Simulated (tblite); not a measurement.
Species: C₆H₁₃BrSi.
SMILES with atom numbers: `[CH3:1][C:2]([CH3:3])=[CH:4][SiH2:5][C@H:6]([CH3:7])[Br:8]` (hydrogens: H9, H10, H11 on C1; H12, H13, H14 on C3; H15 on C4; H16, H17 on Si5; H18 on C6; H19, H20, H21 on C7)

Computed with GFN2-xTB (tblite), gas phase: L-BFGS steps from a force-field or distance-geometry start until the largest atomic force falls under 0.01 eV/Å.

Step 2: E = -687.0182 eV
```
atom  x, y, z in Å  |  force x, y, z in eV/Å
C1     -2.2162   -1.2904    0.5422    0.600   0.406   0.009
C2     -1.8349    0.1038    0.0993   -0.753  -0.290   0.037
C3     -2.9485    0.9050   -0.4942    0.186  -0.203  -0.019
C4     -0.6380    0.6542    0.1569    0.453  -0.043   0.168
Si5     0.8711   -0.1306    0.8804   -0.082  -0.013   0.081
C6      2.2687    0.4385   -0.2787    0.243  -0.190   0.138
C7      3.5132   -0.4372   -0.1754   -0.362   0.101  -0.179
Br8     2.7964    2.2586    0.2642   -0.283   0.286  -0.171
H9     -1.5469   -2.0373    0.1069   -0.040   0.155   0.293
H10    -3.2099   -1.4966    0.2092   -0.621  -0.202  -0.253
H11    -2.2236   -1.3654    1.6324    0.261  -0.028  -0.166
H12    -3.1506    0.4839   -1.4755   -0.282   0.116  -0.143
H13    -3.8364    0.8239    0.1253   -0.102   0.211  -0.084
H14    -2.6015    1.9306   -0.5993   -0.442   0.036  -0.051
H15    -0.5374    1.6703   -0.2046    0.046   0.007  -0.001
H16     0.8279   -1.5955    0.9319    0.095   0.032  -0.014
H17     1.1160    0.4743    2.1730    0.134  -0.045   0.430
H18     1.8954    0.5270   -1.2987    0.202   0.077  -0.017
H19     3.9033   -0.6460   -1.1625    0.159  -0.228  -0.134
H20     4.2646    0.1086    0.3709    0.382  -0.202   0.249
H21     3.2782   -1.3628    0.3507    0.203   0.016  -0.175
```

Step 3: E = -687.0588 eV
```
atom  x, y, z in Å  |  force x, y, z in eV/Å
C1     -2.2160   -1.2870    0.5403    0.249   0.289  -0.023
C2     -1.8444    0.1026    0.1022    0.065   0.033  -0.010
C3     -2.9481    0.9020   -0.4963    0.058  -0.155  -0.015
C4     -0.6348    0.6526    0.1584   -0.156  -0.199   0.125
Si5     0.8707   -0.1281    0.8892    0.001  -0.101  -0.066
C6      2.2736    0.4324   -0.2769    0.040   0.017   0.091
C7      3.5144   -0.4365   -0.1784   -0.235   0.140  -0.135
Br8     2.7891    2.2677    0.2601   -0.264   0.181  -0.170
H9     -1.5476   -2.0326    0.1158    0.069   0.053   0.153
H10    -3.2154   -1.4998    0.2060   -0.401  -0.165  -0.158
H11    -2.2152   -1.3658    1.6256    0.194  -0.018   0.000
H12    -3.1575    0.4888   -1.4759   -0.267   0.036  -0.232
H13    -3.8340    0.8303    0.1198   -0.246   0.146   0.015
H14    -2.6148    1.9263   -0.5997   -0.292   0.204  -0.075
H15    -0.5360    1.6698   -0.2042    0.039  -0.036   0.013
H16     0.8303   -1.5967    0.9313    0.093   0.081  -0.001
H17     1.1188    0.4714    2.1802    0.144  -0.019   0.476
H18     1.9007    0.5298   -1.2994    0.201   0.029   0.071
H19     3.9047   -0.6512   -1.1609    0.198  -0.196  -0.243
H20     4.2683    0.0986    0.3736    0.396  -0.122   0.233
H21     3.2843   -1.3574    0.3434    0.115  -0.198  -0.051
```

Step 4: E = -687.1032 eV
```
atom  x, y, z in Å  |  force x, y, z in eV/Å
C1     -2.2167   -1.2789    0.5367   -0.195  -0.017  -0.040
C2     -1.8507    0.1038    0.1056    0.287   0.125  -0.133
C3     -2.9482    0.8957   -0.4995   -0.164   0.066  -0.063
C4     -0.6367    0.6473    0.1620   -0.160  -0.047   0.106
Si5     0.8709   -0.1268    0.8998    0.065  -0.064  -0.080
C6      2.2785    0.4263   -0.2737   -0.134   0.264   0.063
C7      3.5150   -0.4331   -0.1844    0.117   0.046  -0.004
Br8     2.7745    2.2829    0.2515   -0.226   0.043  -0.153
H9     -1.5462   -2.0259    0.1297    0.150  -0.027  -0.026
H10    -3.2268   -1.5066    0.2001    0.016  -0.055   0.007
H11    -2.2005   -1.3666    1.6173    0.074   0.021   0.159
H12    -3.1716    0.4958   -1.4811   -0.202  -0.047  -0.224
H13    -3.8359    0.8413    0.1128   -0.311   0.029   0.089
H14    -2.6376    1.9249   -0.6018   -0.122   0.275  -0.100
H15    -0.5335    1.6672   -0.2030    0.017  -0.136   0.050
H16     0.8353   -1.5969    0.9306    0.089   0.089   0.017
H17     1.1252    0.4670    2.1989    0.116  -0.062   0.344
H18     1.9118    0.5338   -1.2979    0.141  -0.024   0.098
H19     3.9101   -0.6616   -1.1633    0.170  -0.083  -0.233
H20     4.2799    0.0825    0.3808    0.258  -0.077   0.095
H21     3.2941   -1.3550    0.3332    0.014  -0.319   0.028
```

**Question.** Estimate the geometry and energy of step 5. (The exact step hangs on the optimiser's Hessian estimate; all steps are aligned on step 4, rigid shifts and turns removed.)

**Answer.** E = -687.1298 eV, largest force 0.366 eV/Å
```
atom  x, y, z in Å  |  force x, y, z in eV/Å
C1     -2.2212   -1.2743    0.5334   -0.220  -0.181   0.028
C2     -1.8534    0.1058    0.1056    0.218   0.118  -0.202
C3     -2.9516    0.8931   -0.5034   -0.285   0.205  -0.102
C4     -0.6379    0.6440    0.1666   -0.122   0.022   0.097
Si5     0.8721   -0.1262    0.9072    0.104   0.010   0.007
C6      2.2801    0.4263   -0.2701   -0.069   0.291   0.058
C7      3.5188   -0.4305   -0.1885    0.253  -0.086   0.068
Br8     2.7597    2.2950    0.2424   -0.180  -0.028  -0.125
H9     -1.5427   -2.0212    0.1396    0.130  -0.032  -0.124
H10    -3.2339   -1.5122    0.1962    0.177   0.000   0.082
H11    -2.1883   -1.3666    1.6137   -0.034   0.058   0.171
H12    -3.1855    0.5002   -1.4882   -0.136  -0.064  -0.129
H13    -3.8421    0.8498    0.1089   -0.265  -0.054   0.087
H14    -2.6568    1.9279   -0.6051   -0.028   0.244  -0.112
H15    -0.5313    1.6626   -0.2012    0.013  -0.125   0.054
H16     0.8406   -1.5958    0.9304    0.085   0.070   0.026
H17     1.1318    0.4622    2.2178    0.079  -0.122   0.168
H18     1.9223    0.5363   -1.2955    0.066  -0.054   0.067
H19     3.9167   -0.6704   -1.1684    0.103   0.037  -0.121
H20     4.2922    0.0688    0.3873    0.143  -0.041  -0.015
H21     3.3017   -1.3579    0.3257   -0.031  -0.266   0.015
```

The energy changes by -0.0266 eV. The first-order estimate −F·Δx gives -0.0366 eV and the mean of the old and new forces, exact on a quadratic surface, -0.0266 eV. The step makes an angle of 54° with the force vector and moves no atom by more than 0.021 Å.

The cost below is that of the whole relaxation. Hardware: one thread of an Arm Neoverse V2, shared host. Cost: 1.6 s.
